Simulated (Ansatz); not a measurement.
Reaction (formal exchange of groups at the Si–Si bond): `BN(C)[SiH2][SiH3]` + `ClC1(Cl)CC1` → `[SiH3]C1(Cl)CC1` + `BN(C)[SiH2]Cl`

Calculated with Ansatz (gas phase, PBE0-D4/def2-TZVP geometries, no zero-point term in ΔE). CCSD(T)/CBS adds triple-zeta CCSD(T) − MP2 to the extrapolated MP2 energy (def2 sets, frozen cores). Functionals use def2-TZVPP. HSE06 is defined as in plane-wave codes. One conformer a species, not always the lowest.

(1) Is it downhill or uphill in electronic energy at CCSD(T)/CBS, and by how much? (Best estimate.)

(2) What do these levels give: PBE0-D4, CAM-B3LYP-D4, B2PLYP, PBE, revPBE, r2SCAN, PBE0, HSE06, HF/def2-SVP, MP2/def2-SVP, HF/def2-QZVPP, SCS-MP2/def2-QZVPP? (Best estimate.)

(3) What do rigid-rotor, harmonic-oscillator terms from PBE0-D4/def2-TZVP frequencies (298.15 K, 1 bar) make of the CCSD(T)/CBS value? (Best estimate.)

Largest T1 diagnostic among the species: 0.013.

## Answers

(1) The calculation gave: Downhill: ΔE = -42.9 kcal/mol.

(2) Ansatz gave: PBE0-D4 -39.4, CAM-B3LYP-D4 -42.4, B2PLYP -42.9, PBE -37.0, revPBE -37.2, r2SCAN -41.2, PBE0 -39.4, HSE06 -39.4, HF/def2-SVP -47.3, MP2/def2-SVP -42.8, HF/def2-QZVPP -47.2, SCS-MP2/def2-QZVPP -44.9 kcal/mol.

(3) The calculation gave: ΔZPE = +0.9 kcal/mol, ΔH = -42.0 kcal/mol, ΔS = 7 J/(mol·K), ΔG = -42.6 kcal/mol.

From PBE to PBE0 (25 % exact exchange), in def2-TZVPP and without D4, ΔE moves by −2.4 kcal/mol. At CCSD(T), def2-SVP lies +2.4 kcal/mol from the extrapolated value and def2-TZVPP +0.8 kcal/mol.
